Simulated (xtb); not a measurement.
Ga(NCO)(OH)2 (CH2GaNO3), SMILES [OH][Ga]([N]=C=O)[OH]. All values are semi-empirical tight-binding results from xtb (GFN2-xTB unless named), good for trends rather than for accurate numbers. Geometry: GFN2-xTB. One conformer was computed; it need not be the lowest.

Optimised geometry:

```xyz
8

Ga     0.6031     0.3270     0.0937
N     -0.8595    -0.7775     0.0622
C     -1.9529    -1.1372    -0.2543
O     -2.9974    -1.5524    -0.5135
O      0.6635     1.8272    -0.7486
H     -0.0623     2.1530    -1.2818
O      1.9760    -0.1545     1.0096
H      1.9632    -0.9860     1.4867
```
Charge 0, spin multiplicity 1.

For metal compounds this method's bond lengths and energies can be far off.

```json
{
 "point_group_as_xtb_finds_it": "Cs",
 "orbital_gap": "4.03 eV",
 "zero_point_energy": "22.9 kcal/mol",
 "G − E(el) at 298.15 K (modified RRHO)": "1.5 kcal/mol"
}
```

Problem. Give the atomic charges and the Wiberg bond orders between heavy atoms. (Estimate from the structure and the level; the computed values follow.)

Solution. charges (e) Ga1 0.22, N2 -0.22, C3 0.34, O4 -0.26, O5 -0.39, H6 0.35, O7 -0.38, H8 0.35. Bond orders Ga1–N2 0.92, N2–C3 1.96, N2–O4 0.36, C3–O4 1.92, Ga1–O5 1.28, Ga1–O7 1.29.
